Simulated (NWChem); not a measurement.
System: SiNH₂Cl₂F; SMILES Cl[Si](F)(N)Cl

```xyz
7

N      1.3777    -0.0644     1.3228
Si     0.3292    -0.0049    -0.0152
F      1.0515    -0.1546    -1.4688
Cl    -1.0024    -1.5660     0.1095
Cl    -0.6117     1.8227    -0.0454
H      1.9416     0.7428     1.5930
H      1.7457    -0.9505     1.6719
```
Atoms are numbered in this order, from 1.

Program: NWChem. Geometry: optimised at PBE-D3(BJ)/def2-SVP. Field at 589 nm.

Q: Predict the results for B3LYP/def2-SVPD. Quantities: isotropic polarisability (bohr³); anisotropy (bohr³).

A: 
```yaml
isotropic polarisability (bohr³): 61.0
anisotropy (bohr³): 14.1
```
